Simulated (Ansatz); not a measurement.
A structure relaxed at PBE0-D4/def2-TZVP, charge 0, multiplicity 1:

Cartesian coordinates in Å:
```
B -0.920 -1.868 0.550
N -0.764 -0.541 0.966
Si 0.332 0.635 0.340
C 0.723 0.376 -1.442
O -0.378 2.066 0.685
F 1.718 0.584 1.141
H -0.259 -2.275 -0.362
H -1.710 -2.578 1.102
H -1.338 -0.228 1.738
H 1.413 1.148 -1.791
H -0.183 0.425 -2.048
H 1.194 -0.595 -1.605
H 0.172 2.849 0.727
```

**Question.** Give its formula and SMILES.

**Answer.** CH7BFNOSi, `BN[Si](C)(O)F`.

**Question.** Point group (tolerance 0.08 Å, 0.16 Å for H)?

**Answer.** C1.

**Question.** Summarise the bond lengths by kind.

**Answer.** 1 × B–N 1.400 Å; 2 × B–H 1.197 to 1.198 Å; 1 × N–Si 1.725 Å; 1 × H–N 1.011 Å; 1 × C–Si 1.842 Å; 1 × O–Si 1.635 Å; 1 × F–Si 1.601 Å; 3 × C–H 1.092 to 1.093 Å; 1 × H–O 0.958 Å.

All numbers were calculated with Ansatz.
